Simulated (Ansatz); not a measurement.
## Nudged elastic band run: BClH₄O₂

The input (input.yaml):

```yaml
crystal:
  periodic: [false, false, false]
  atoms:
    - { symbol: B, position_ang: [0.038549, -0.178309, 0.288845] }
    - { symbol: H, position_ang: [-0.351519, -0.98536, 1.10146] }
    - { symbol: Cl, position_ang: [1.79123, -0.441861, -0.253258] }
    - { symbol: O, position_ang: [-0.809825, 0.261683, -0.72249] }
    - { symbol: H, position_ang: [-1.671962, -0.157412, -0.667425] }
    - { symbol: O, position_ang: [0.270925, 1.27358, 1.205378] }
    - { symbol: H, position_ang: [-0.157075, 1.92057, 0.620425] }
    - { symbol: H, position_ang: [1.228178, 1.424608, 1.118966] }
basis:
  gaussian: { orbitals: def2-SVP }
hamiltonian:
  xc: pbe0
  dispersion: d4
neb:
  order_check: false
  images: 5
  f_tol: 0.03
  max_iterations: 60
  final_atoms:
    - { symbol: B, position_ang: [-0.13509175, 0.54633312, -0.51995499] }
    - { symbol: H, position_ang: [0.65059042, -0.24036501, 3.23193952] }
    - { symbol: Cl, position_ang: [1.31493033, -0.14734327, -1.31327035] }
    - { symbol: O, position_ang: [-1.36866159, 0.15725152, -0.89174668] }
    - { symbol: H, position_ang: [-1.36278926, -0.50248994, -1.59068137] }
    - { symbol: O, position_ang: [-0.00106228, 1.46569797, 0.4572415] }
    - { symbol: H, position_ang: [0.91566835, 1.68266676, 0.64918666] }
    - { symbol: H, position_ang: [0.32491677, 0.15574785, 2.66918671] }
  initial_path:
    images:
      - { positions_ang: [[0.038549, -0.178309, 0.288845], [-0.351519, -0.98536, 1.10146], [1.79123, -0.441861, -0.253258], [-0.809825, 0.261683, -0.72249], [-1.671962, -0.157412, -0.667425], [0.270925, 1.27358, 1.205378], [-0.157075, 1.92057, 0.620425], [1.228178, 1.424608, 1.118966]] }
      - { positions_ang: [[0.03472515, -0.1203891, 0.1935624], [-0.3214266, -0.64292698, 1.23932412], [1.78620562, -0.35405301, -0.37061504], [-0.88483881, 0.20269056, -0.78841606], [-1.66542585, -0.34017377, -0.71206881], [0.32471433, 1.36665277, 0.9974347], [0.24309388, 1.76936205, 0.87397178], [0.82145328, 1.23633649, 1.25870791]] }
      - { positions_ang: [[0.0309013, -0.0624692, 0.0982798], [-0.2913342, -0.30049396, 1.37718825], [1.78118124, -0.26624503, -0.48797209], [-0.95985262, 0.14369812, -0.85434212], [-1.6588897, -0.52293554, -0.75671262], [0.37850366, 1.45972555, 0.78949141], [0.64326276, 1.61815409, 1.12751856], [0.41472856, 1.04806497, 1.39844982]] }
      - { positions_ang: [[0.02707745, -0.0045493, 0.0029972], [-0.2612418, 0.04193907, 1.51505237], [1.77615686, -0.17843704, -0.60532913], [-1.03486643, 0.08470567, -0.92026818], [-1.65235355, -0.70569731, -0.80135643], [0.432293, 1.55279832, 0.58154811], [1.04343164, 1.46694614, 1.38106534], [0.00800384, 0.85979346, 1.53819173]] }
      - { positions_ang: [[-0.02697895, 0.17907817, -0.1713202], [0.04270227, -0.05216229, 2.08734809], [1.62241468, -0.16807245, -0.84130954], [-1.14613148, 0.10888762, -0.91076101], [-1.55583212, -0.63796152, -1.06446474], [0.28784124, 1.52376487, 0.54011257], [1.00084388, 1.53885301, 1.13710578], [0.11364148, 0.62511159, 1.91519006]] }
      - { positions_ang: [[-0.08103535, 0.36270564, -0.34563759], [0.34664635, -0.14626365, 2.6596438], [1.46867251, -0.15770786, -1.07728995], [-1.25739654, 0.13306957, -0.90125385], [-1.45931069, -0.57022573, -1.32757306], [0.14338948, 1.49473142, 0.49867704], [0.95825611, 1.61075989, 0.89314622], [0.21927912, 0.39042972, 2.29218838]] }
      - { positions_ang: [[-0.13509175, 0.54633312, -0.51995499], [0.65059042, -0.24036501, 3.23193952], [1.31493033, -0.14734327, -1.31327035], [-1.36866159, 0.15725152, -0.89174668], [-1.36278926, -0.50248994, -1.59068137], [-0.00106228, 1.46569797, 0.4572415], [0.91566835, 1.68266676, 0.64918666], [0.32491677, 0.15574785, 2.66918671]] }
```

Run as:

```bash
$ ansatz run input.yaml --threads 1 --pin off --max-ram 2048MiB --backend cpu --events-out ev --progress --plain --runs-dir out
```

Output, in part (warnings, iteration lines):

```
NEB end point (image 0): max|allowed force component| = 2.022e-2 eV/Å (the criterion of neb.relax_end_points is 1.000e-2)
NEB end point (image 6): max|allowed force component| = 7.511e-3 eV/Å (the criterion of neb.relax_end_points is 1.000e-2)
NEB iter   1: max|band force component| = 2.425e2 eV/Å  barrier→ = 49.5884 eV  barrier← = 50.4891 eV  Δτ_max = 0.2000 Å  (177 SCF iters)
NEB iter   2: max|band force component| = 9.764e1 eV/Å  barrier→ = 26.4639 eV  barrier← = 27.3646 eV  Δτ_max = 0.2000 Å  (172 SCF iters)
NEB iter   3: max|band force component| = 5.628e1 eV/Å  barrier→ = 12.1691 eV  barrier← = 13.0698 eV  Δτ_max = 0.2000 Å  (159 SCF iters)
NEB iter   4: max|band force component| = 2.699e1 eV/Å  barrier→ = 4.6096 eV  barrier← = 5.5103 eV  Δτ_max = 0.1982 Å  (152 SCF iters)
NEB iter   5: max|band force component| = 5.323e1 eV/Å  barrier→ = 7.7221 eV  barrier← = 8.6228 eV  Δτ_max = 0.1024 Å  (148 SCF iters)
NEB iter   6: max|band force component| = 1.084e1 eV/Å  barrier→ = 1.1561 eV  barrier← = 2.0568 eV  Δτ_max = 0.1921 Å  (141 SCF iters)
NEB iter   7: max|band force component| = 6.021e0 eV/Å  barrier→ = 1.0927 eV  barrier← = 1.9934 eV  Δτ_max = 0.1945 Å  (143 SCF iters)
NEB iter   8: max|band force component| = 2.074e0 eV/Å  barrier→ = 0.9848 eV  barrier← = 1.8855 eV  Δτ_max = 0.1990 Å  (143 SCF iters)
NEB iter   9: max|band force component| = 2.246e0 eV/Å  barrier→ = 0.8091 eV  barrier← = 1.7098 eV  Δτ_max = 0.0993 Å  (144 SCF iters)
NEB iter  10: max|band force component| = 1.224e0 eV/Å  barrier→ = 0.7260 eV  barrier← = 1.6268 eV  Δτ_max = 0.0997 Å  (144 SCF iters)
NEB iter  11: max|band force component| = 8.519e-1 eV/Å  barrier→ = 0.5654 eV  barrier← = 1.4662 eV  Δτ_max = 0.1012 Å  (145 SCF iters)
NEB iter  12: max|band force component| = 8.538e-1 eV/Å  barrier→ = 0.5235 eV  barrier← = 1.4243 eV  Δτ_max = 0.0501 Å  (144 SCF iters)
NEB iter  13: max|band force component| = 6.252e-1 eV/Å  barrier→ = 0.4792 eV  barrier← = 1.3799 eV  Δτ_max = 0.0999 Å  (147 SCF iters)
NEB iter  14: max|band force component| = 6.016e-1 eV/Å  barrier→ = 0.4573 eV  barrier← = 1.3580 eV  Δτ_max = 0.0981 Å  (145 SCF iters)
NEB iter  15: max|band force component| = 1.125e0 eV/Å  barrier→ = 0.3848 eV  barrier← = 1.2855 eV  Δτ_max = 0.0494 Å  (142 SCF iters)
NEB iter  16: max|band force component| = 5.487e-1 eV/Å  barrier→ = 0.3769 eV  barrier← = 1.2776 eV  Δτ_max = 0.0988 Å  (138 SCF iters)
NEB iter  17: max|band force component| = 5.163e-1 eV/Å  barrier→ = 0.3086 eV  barrier← = 1.2094 eV  CI = image 3  Δτ_max = 0.1977 Å  (136 SCF iters)
NEB iter  18: max|band force component| = 1.307e0 eV/Å  barrier→ = 0.3268 eV  barrier← = 1.2275 eV  CI = image 3  Δτ_max = 0.1004 Å  (138 SCF iters)
NEB iter  19: max|band force component| = 1.753e0 eV/Å  barrier→ = 0.3845 eV  barrier← = 1.2852 eV  CI = image 3  Δτ_max = 0.2000 Å  (139 SCF iters)
NEB iter  20: max|band force component| = 3.793e0 eV/Å  barrier→ = 0.8710 eV  barrier← = 1.7717 eV  CI = image 3  Δτ_max = 0.2000 Å  (138 SCF iters)
NEB iter  21: max|band force component| = 3.148e0 eV/Å  barrier→ = 1.1897 eV  barrier← = 2.0904 eV  CI = image 3  Δτ_max = 0.2000 Å  (143 SCF iters)
NEB iter  22: max|band force component| = 1.334e0 eV/Å  barrier→ = 1.2839 eV  barrier← = 2.1846 eV  CI = image 3  Δτ_max = 0.2000 Å  (141 SCF iters)
NEB iter  23: max|band force component| = 3.123e0 eV/Å  barrier→ = 1.4478 eV  barrier← = 2.3486 eV  CI = image 3  Δτ_max = 0.1009 Å  (146 SCF iters)
NEB iter  24: max|band force component| = 1.641e0 eV/Å  barrier→ = 1.1259 eV  barrier← = 2.0267 eV  CI = image 3  Δτ_max = 0.0965 Å  (140 SCF iters)
NEB iter  25: max|band force component| = 7.079e-1 eV/Å  barrier→ = 1.1757 eV  barrier← = 2.0764 eV  CI = image 3  Δτ_max = 0.0527 Å  (131 SCF iters)
NEB iter  26: max|band force component| = 5.586e-1 eV/Å  barrier→ = 1.1689 eV  barrier← = 2.0697 eV  CI = image 3  Δτ_max = 0.0540 Å  (141 SCF iters)
NEB iter  27: max|band force component| = 3.308e-1 eV/Å  barrier→ = 1.1585 eV  barrier← = 2.0592 eV  CI = image 3  Δτ_max = 0.0471 Å  (132 SCF iters)
NEB iter  28: max|band force component| = 1.873e-1 eV/Å  barrier→ = 1.1452 eV  barrier← = 2.0459 eV  CI = image 3  Δτ_max = 0.0551 Å  (133 SCF iters)
NEB iter  29: max|band force component| = 1.562e-1 eV/Å  barrier→ = 1.1378 eV  barrier← = 2.0385 eV  CI = image 3  Δτ_max = 0.0283 Å  (131 SCF iters)
NEB iter  30: max|band force component| = 9.715e-2 eV/Å  barrier→ = 1.1359 eV  barrier← = 2.0366 eV  CI = image 3  Δτ_max = 0.0674 Å  (134 SCF iters)
NEB iter  31: max|band force component| = 2.565e-1 eV/Å  barrier→ = 1.1328 eV  barrier← = 2.0335 eV  CI = image 3  Δτ_max = 0.0339 Å  (140 SCF iters)
NEB iter  32: max|band force component| = 2.094e-1 eV/Å  barrier→ = 1.1281 eV  barrier← = 2.0288 eV  CI = image 3  Δτ_max = 0.0339 Å  (136 SCF iters)
NEB iter  33: max|band force component| = 1.883e-1 eV/Å  barrier→ = 1.1250 eV  barrier← = 2.0257 eV  CI = image 3  Δτ_max = 0.0339 Å  (132 SCF iters)
NEB iter  34: max|band force component| = 6.845e-2 eV/Å  barrier→ = 1.1218 eV  barrier← = 2.0225 eV  CI = image 3  Δτ_max = 0.0677 Å  (143 SCF iters)
NEB iter  35: max|band force component| = 1.837e-1 eV/Å  barrier→ = 1.1162 eV  barrier← = 2.0169 eV  CI = image 3  Δτ_max = 0.0338 Å  (140 SCF iters)
NEB iter  36: max|band force component| = 2.044e-1 eV/Å  barrier→ = 1.1136 eV  barrier← = 2.0143 eV  CI = image 3  Δτ_max = 0.0169 Å  (140 SCF iters)
NEB iter  37: max|band force component| = 5.728e-2 eV/Å  barrier→ = 1.1124 eV  barrier← = 2.0131 eV  CI = image 3  Δτ_max = 0.0338 Å  (133 SCF iters)
NEB iter  38: max|band force component| = 5.555e-2 eV/Å  barrier→ = 1.1099 eV  barrier← = 2.0106 eV  CI = image 3  Δτ_max = 0.0338 Å  (143 SCF iters)
NEB iter  39: max|band force component| = 7.296e-2 eV/Å  barrier→ = 1.1076 eV  barrier← = 2.0083 eV  CI = image 3  Δτ_max = 0.0169 Å  (142 SCF iters)
NEB iter  40: max|band force component| = 1.156e-1 eV/Å  barrier→ = 1.1064 eV  barrier← = 2.0071 eV  CI = image 3  Δτ_max = 0.0085 Å  (133 SCF iters)
NEB iter  41: max|band force component| = 5.386e-2 eV/Å  barrier→ = 1.1058 eV  barrier← = 2.0065 eV  CI = image 3  Δτ_max = 0.0169 Å  (119 SCF iters)
NEB iter  42: max|band force component| = 5.210e-2 eV/Å  barrier→ = 1.1045 eV  barrier← = 2.0053 eV  CI = image 3  Δτ_max = 0.0338 Å  (124 SCF iters)
NEB iter  43: max|band force component| = 1.546e-1 eV/Å  barrier→ = 1.1021 eV  barrier← = 2.0028 eV  CI = image 3  Δτ_max = 0.0170 Å  (141 SCF iters)
NEB iter  44: max|band force component| = 1.653e-1 eV/Å  barrier→ = 1.1008 eV  barrier← = 2.0015 eV  CI = image 3  Δτ_max = 0.0085 Å  (143 SCF iters)
NEB iter  45: max|band force component| = 5.184e-2 eV/Å  barrier→ = 1.1002 eV  barrier← = 2.0009 eV  CI = image 3  Δτ_max = 0.0170 Å  (124 SCF iters)
NEB iter  46: max|band force component| = 5.160e-2 eV/Å  barrier→ = 1.0988 eV  barrier← = 1.9995 eV  CI = image 3  Δτ_max = 0.0339 Å  (128 SCF iters)
NEB iter  47: max|band force component| = 5.521e-2 eV/Å  barrier→ = 1.0960 eV  barrier← = 1.9967 eV  CI = image 3  Δτ_max = 0.0677 Å  (136 SCF iters)
NEB iter  48: max|band force component| = 6.803e-2 eV/Å  barrier→ = 1.0914 eV  barrier← = 1.9921 eV  CI = image 3  Δτ_max = 0.0339 Å  (140 SCF iters)
NEB iter  49: max|band force component| = 7.526e-2 eV/Å  barrier→ = 1.0879 eV  barrier← = 1.9886 eV  CI = image 3  Δτ_max = 0.0339 Å  (131 SCF iters)
NEB iter  50: max|band force component| = 7.916e-2 eV/Å  barrier→ = 1.0841 eV  barrier← = 1.9848 eV  CI = image 3  Δτ_max = 0.0339 Å  (139 SCF iters)
NEB iter  51: max|band force component| = 8.036e-2 eV/Å  barrier→ = 1.0801 eV  barrier← = 1.9808 eV  CI = image 3  Δτ_max = 0.0339 Å  (130 SCF iters)
NEB iter  52: max|band force component| = 9.300e-2 eV/Å  barrier→ = 1.0761 eV  barrier← = 1.9768 eV  CI = image 3  Δτ_max = 0.0170 Å  (139 SCF iters)
NEB iter  53: max|band force component| = 8.058e-2 eV/Å  barrier→ = 1.0741 eV  barrier← = 1.9748 eV  CI = image 3  Δτ_max = 0.0339 Å  (130 SCF iters)
NEB iter  54: max|band force component| = 2.633e-1 eV/Å  barrier→ = 1.0703 eV  barrier← = 1.9710 eV  CI = image 3  Δτ_max = 0.0170 Å  (143 SCF iters)
NEB iter  55: max|band force component| = 1.267e-1 eV/Å  barrier→ = 1.0686 eV  barrier← = 1.9694 eV  CI = image 3  Δτ_max = 0.0340 Å  (133 SCF iters)
NEB iter  56: max|band force component| = 3.895e-1 eV/Å  barrier→ = 1.0658 eV  barrier← = 1.9665 eV  CI = image 3  Δτ_max = 0.0170 Å  (134 SCF iters)
NEB iter  57: max|band force component| = 9.210e-2 eV/Å  barrier→ = 1.0648 eV  barrier← = 1.9655 eV  CI = image 3  Δτ_max = 0.0339 Å  (133 SCF iters)
NEB iter  58: max|band force component| = 2.724e-1 eV/Å  barrier→ = 1.0633 eV  barrier← = 1.9640 eV  CI = image 3  Δτ_max = 0.0170 Å  (139 SCF iters)
NEB iter  59: max|band force component| = 8.253e-2 eV/Å  barrier→ = 1.0630 eV  barrier← = 1.9637 eV  CI = image 3  Δτ_max = 0.0339 Å  (141 SCF iters)
NEB iter  60: max|band force component| = 2.029e-1 eV/Å  barrier→ = 1.0629 eV  barrier← = 1.9636 eV  CI = image 3  Δτ_max = 0.0169 Å  (142 SCF iters)
Error: NEB band did not converge after 60 iterations: max|band force component| = 2.03e-1 eV/Å (threshold 3.0e-2); raise `neb.max_iterations` in a new run, which can start from the last band evaluated (`neb.initial_path`, with `crystal.atoms` and `neb.final_atoms` set to its first and last images), …
```

It did not converge within its limit. The band didn't meet its force threshold, so its energies are provisional: the largest band force was still 0.20 eV/Å, and over the last iterations the top stayed at 1.06 eV. Neighbouring images lie up to 1.7 Å apart, so the band is torn or far too coarse. The orbitals stay closed-shell, which can raise the energy where a bond breaks towards radicals; this wasn't checked here.

Final band (atoms are numbered from 1 in the order of the input):

```tsv
image	path coordinate (Å)	energy (eV)	B1–H2 (Å)	O6–H8 (Å)	H2–H8 (Å)
0	0.00	0.00	1.21	0.97	2.88
1	1.69	0.06	1.22	0.97	2.36
2	3.37	0.04	1.21	0.97	2.65
3	5.06	1.06	1.39	1.23	1.06
4	6.10	-0.74	2.38	2.21	0.76
5	7.15	-0.89	3.32	2.63	0.76
6	8.19	-0.90	3.91	2.59	0.76
```

The run took 12 min on 1 thread of Arm Neoverse V2 (shared host), peak memory 0.16 GiB.
